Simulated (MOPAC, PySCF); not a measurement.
H₆OSi₂, SMILES `O([SiH3])[SiH3]`, neutral singlet in the gas phase. 

Cartesian coordinates (Å):
SMILES: [SiH3]O[SiH3]
```xyz
9

Si    -1.5251     0.0880    -0.3458
O      0.0605    -0.3108    -0.4048
Si     1.5345    -0.1361     0.2831
H     -1.6889     1.5604    -0.4542
H     -2.2118    -0.5730    -1.4795
H     -2.1225    -0.3707     0.9345
H      1.9424     1.2921     0.2675
H      2.5067    -0.9390    -0.4939
H      1.5049    -0.6138     1.6894
```
Charge 0, spin multiplicity 1.

All levels are single points at this geometry (r2SCAN-D4/def2-TZVP); Pople sets use spherical d functions. Orbital energies aren't observables, and empty levels follow the basis.

```
level                          HOMO (eV)  LUMO (eV)  gap (eV)  dipole (D)  vertical IE, Delta-SCF (eV)
-----------------------------  ---------  ---------  --------  ----------  ---------------------------
PBE-D3(BJ)/def2-TZVP in PySCF      -7.32      -1.09      6.23        0.25                            –
r2SCAN-D4/def2-TZVP in PySCF       -7.68      -0.67      7.01        0.25                        10.55
B3LYP/6-31G* in PySCF              -8.31       0.03      8.34        0.43                        10.64
B3LYP/LANL2DZ in PySCF             -8.17       0.12      8.30        0.92                            –
PBE/6-31G* in PySCF                -7.08      -0.68      6.40        0.40                            –
HF/3-21G in PySCF                 -11.86       4.05     15.91        0.79                            –
PM3 in MOPAC                       -9.23       0.99     10.22        0.51                            –
PM6 in MOPAC                      -11.15      -0.18     10.97        0.56                            –
PM7 in MOPAC                      -11.31       0.56     11.87        1.01                            –
```
